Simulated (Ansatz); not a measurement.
Relative stability

The two ends of one reaction step of Si2H7ClO3F2, singlet (PBE0-D4/def2-TZVP).

A:

```xyz
15
angstrom
Si -1.3765 0.3828 0.4462
O 0.2036 0.0570 -0.2893
Si 0.3683 0.0039 -2.0073
F -1.8901 0.4447 -1.1228
F -1.6534 1.9199 0.7299
O -2.3999 -0.8200 0.8345
H 1.7982 0.0475 1.9338
Cl -0.3496 0.2191 2.4659
H 1.0700 -0.0424 0.2642
O 2.2892 -0.0834 1.1003
H 0.0811 1.3175 -2.6048
H 1.8223 -0.2850 -2.1075
H -0.3955 -1.1244 -2.5637
H -2.3166 -1.1125 1.7446
H 2.7487 -0.9245 1.1761
```

B:

Si1  (-1.658, -0.058, -0.142)
O2  (-0.158, -0.106, -0.771)
Si3  (0.582, 0.501, -2.134)
F4  (-2.553, -1.124, -0.874)
F5  (-2.265, 1.362, -0.473)
O6  (-1.664, -0.411, 1.416)
H7  (1.240, 0.173, 2.277)
Cl8  (0.612, 1.058, 3.063)
H9  (1.119, -0.812, 0.461)
O10  (1.763, -0.889, 1.184)
H11  (0.961, 1.912, -1.895)
H12  (1.787, -0.330, -2.356)
H13  (-0.347, 0.399, -3.284)
H14  (-1.147, 0.125, 2.040)
H15  (1.728, -1.800, 1.488)
(Å)

Computed with Ansatz 0.2.0 (basis: def2-TZVPP); correlated methods freeze the cores. B3LYP uses VWN-RPA correlation.

(1) Which structure is lower at CCSD(T), and by how much? (To be estimated.)

T1 diagnostic: at most 0.011.

## Answers

(1) Computed: B, by 17.53 kcal/mol (electronic energy, against the other). By their contacts, A is a complex of Si₂H₅ClO₂F₂ ([OH][Si]([F])([F])([Cl])[OH][SiH3]) + H₂O and B is a complex of Si₂H₄O₂F₂ ([OH][Si]([F])([F])[O][SiH3]) + HCl + H₂O.

All methods give the same order:

| method | E(B) − E(A) (kcal/mol) |
| --- | --- |
| SPW92 | -6.66 |
| PBE-D4 | -14.56 |
| BLYP-D4 | -19.50 |
| r2SCAN-D4 | -14.76 |
| B97M-V | -16.51 |
| PBE0-D4 | -14.89 |
| B3LYP-D4 | -19.15 |
| r2SCAN0-D4 | -14.95 |
| BHLYP-D4 | -19.23 |
| CAM-B3LYP-D4 | -17.84 |
| wB97X-V | -15.40 |
| wB97M-V | -13.98 |
| B2PLYP | -19.03 |
| PBE-QIDH | -15.19 |
| RPA on PBE | -18.29 |
| HF | -26.67 |
| MP2 | -16.71 |
| CCSD | -18.96 |
| CCSD(T) | -17.53 |

Labels in which every atom is bracketed show which atoms are joined, not bond orders.

For scale, one of the runs: CCSD(T)/def2-TZVPP, 379 basis functions, launched by `ansatz run in.yaml --threads 4 --pin off --events-out ev --progress --plain --max-ram 66560MiB --backend cuda --devices 0, --max-vram 37GiB`. Hardware: 4 CPU threads of an AMD EPYC 7R13 and a share of one NVIDIA H100, shared host. Wall time 26 s; peak host memory 0.92 GiB.
